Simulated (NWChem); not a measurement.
# SeO$_{2}$, triplet; SMILES of the neutral closed-shell parent [Se](=O)=O

```xyz
3

O      1.2233     0.0000    -0.8225
Se     0.0000     0.0000     0.3870
O     -1.2233     0.0000    -0.8225
```
Atoms are numbered in this order, from 1.

Results from NWChem. Spin-unrestricted. In the optimisation the excess spin sits in b1 and b2 (C2v, its own frame). The geometry was optimised at PBE-D3(BJ)/def2-SVP, spin-unrestricted. The spin multiplicity was typed, not searched, and may not be the lowest. No stability test was run on the SCF state.

Taking PBE0/def2-QZVP as the yardstick, which of these has the fewest basis functions while keeping “highest occupied level (eV)” within 0.05 eV of it: PBE0/def2-TZVPP; PBE0/def2-SVPD; PBE0/def2-TZVP; PBE0/def2-SVP?

none of them.
```json
[
 {"level": "PBE0/def2-SVP", "basis functions": "60", "highest occupied level (eV)": "-7.14", "relative time (rough)": "1"},
 {"level": "PBE0/def2-SVPD", "basis functions": "87", "highest occupied level (eV)": "-7.52", "relative time (rough)": "1"},
 {"level": "PBE0/def2-TZVP", "basis functions": "110", "highest occupied level (eV)": "-7.36", "relative time (rough)": "4"},
 {"level": "PBE0/def2-TZVPP", "basis functions": "110", "highest occupied level (eV)": "-7.36", "relative time (rough)": "4"},
 {"level": "PBE0/def2-QZVP", "basis functions": "189", "highest occupied level (eV)": "-7.42", "relative time (rough)": "8"}
]
```

The yardstick is one finite set, not the basis-set limit.
